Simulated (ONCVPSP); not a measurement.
## molybdenum (Mo), ONCV: configuration errors across variants

molybdenum (Mo), optimised norm-conserving Vanderbilt (ONCV), made with ONCVPSP 4.0.1 (PBE, scalar-relativistic). Core [Ar] 3d10, reference 4s2 4p6 4d5 5s1. Waves: 4s+5s: rc 1.75 bohr, ncon 3, nbas 7, qcut 5.4 1/bohr, 2 projectors; 4p: rc 1.25 bohr, ncon 4, nbas 7, qcut 6.7 1/bohr, 1 projector; 4d: rc 2.35 bohr, ncon 4, nbas 9, qcut 7.9 1/bohr, 2 projectors, debl 1.6 Ha. Local part: polynomial inside 0.95 bohr (lpopt 2, dvloc0 -1 Ha). Core correction: Teter function, fcfact 1.75, rcfact 1.05.

All-electron excitation energies from the reference (eV): (1) 4s2 4p6 4d5 5s0 6.890; (2) 4s2 4p6 4d4 5s0 22.352; (3) 4s2 4p6 4d3 5s0 49.096; (4) 4s2 4p5 4d5 5s1 43.967.

1 further variants failed, have other tests or too few solved ones, and are left out.

Errors AE − PS in meV (a dash: test not solved or not reliable):

```json
{"change": "base", "(1)": "-2.4", "(2)": "-1.2", "(3)": "+11", "(4)": "-32", "bound ghosts": "none", "GHOST(+) flags above zero": "s"}
{"change": "d: qcut 4.7", "(1)": "-0.2", "(2)": "+0.6", "(3)": "+94", "(4)": "-127", "bound ghosts": "none", "GHOST(+) flags above zero": "s, d"}
{"change": "d: qcut 5.8", "(1)": "-1.4", "(2)": "-0.4", "(3)": "+45", "(4)": "-74", "bound ghosts": "none", "GHOST(+) flags above zero": "s"}
{"change": "d: qcut 8", "(1)": "-2.4", "(2)": "-1.3", "(3)": "+9.9", "(4)": "-31", "bound ghosts": "none", "GHOST(+) flags above zero": "s"}
{"change": "d: qcut 9.7", "(1)": "-2.1", "(2)": "-1.0", "(3)": "+20", "(4)": "-51", "bound ghosts": "none", "GHOST(+) flags above zero": "s"}
{"change": "d: qcut 11.7", "(1)": "–", "(2)": "–", "(3)": "–", "(4)": "–", "bound ghosts": "none", "GHOST(+) flags above zero": "s, d"}
```

(1) Give the same row for: d: qcut 7.

Results:

(1) -2.1, -1.0, +20, -45; bound ghosts: none; GHOST(+) flags above zero: s.
